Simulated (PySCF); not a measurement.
BrF₂Ga. Atoms are numbered in the order given.

```xyz
4

Ga     0.0000     0.0000    -0.7376
F      0.0000    -1.4720    -1.6531
F      0.0000     1.4720    -1.6531
Br     0.0000     0.0000     1.5035
```

Geometry: PBE0-D3(BJ)/def2-SVP. The structure was generated by enumeration; whether it is a known compound was not checked.

All values below come from TDDFT-PBE/def2-SVPD (PySCF).

Vertical excitations. The molecule is in vacuum. State labels are in the subgroup C2v.

Computed UV-visible absorptions:
```json
[
 {"state": "S1", "symmetry": "B2", "energy (eV)": "4.93", "λ (nm)": "251", "f": "0.012", "main pairs": "HOMO→LUMO 100 %"},
 {"state": "S2", "symmetry": "B1", "energy (eV)": "5.10", "λ (nm)": "243", "f": "0.013", "main pairs": "HOMO−1→LUMO 100 %"},
 {"state": "S3", "symmetry": "A2", "energy (eV)": "6.03", "λ (nm)": "206", "f": "0.000", "main pairs": "HOMO→LUMO+1 100 %"},
 {"state": "S4", "symmetry": "A1", "energy (eV)": "6.27", "λ (nm)": "198", "f": "0.012", "main pairs": "HOMO−2→LUMO 54 %, HOMO−1→LUMO+1 45 %"},
 {"state": "S5", "symmetry": "B2", "energy (eV)": "6.36", "λ (nm)": "195", "f": "0.013", "main pairs": "HOMO−3→LUMO 98 %"},
 {"state": "S6", "symmetry": "A2", "energy (eV)": "6.47", "λ (nm)": "192", "f": "0.000", "main pairs": "HOMO−4→LUMO 100 %"},
 {"state": "S7", "symmetry": "A1", "energy (eV)": "6.72", "λ (nm)": "184", "f": "0.126", "main pairs": "HOMO−1→LUMO+1 43 %, HOMO−2→LUMO 33 %, HOMO−6→LUMO 21 %"},
 {"state": "S8", "symmetry": "B1", "energy (eV)": "7.05", "λ (nm)": "176", "f": "0.033", "main pairs": "HOMO−5→LUMO 99 %"},
 {"state": "S9", "symmetry": "B1", "energy (eV)": "7.39", "λ (nm)": "168", "f": "0.006", "main pairs": "HOMO−2→LUMO+1 99 %"},
 {"state": "S10", "symmetry": "A2", "energy (eV)": "7.48", "λ (nm)": "166", "f": "0.000", "main pairs": "HOMO−3→LUMO+1 100 %"},
 {"state": "T1", "symmetry": "B2", "energy (eV)": "4.58", "λ (nm)": "271", "f": "0", "main pairs": "HOMO→LUMO 100 %"},
 {"state": "T2", "symmetry": "B1", "energy (eV)": "4.75", "λ (nm)": "261", "f": "0", "main pairs": "HOMO−1→LUMO 100 %"},
 {"state": "T3", "symmetry": "A1", "energy (eV)": "5.77", "λ (nm)": "215", "f": "0", "main pairs": "HOMO−2→LUMO 80 %, HOMO−1→LUMO+1 18 %"},
 {"state": "T4", "symmetry": "A2", "energy (eV)": "5.91", "λ (nm)": "210", "f": "0", "main pairs": "HOMO→LUMO+1 100 %"}
]
```
Triplets are in the Tamm–Dancoff approximation, which puts them higher than full response would, so one can lie above its singlet here.
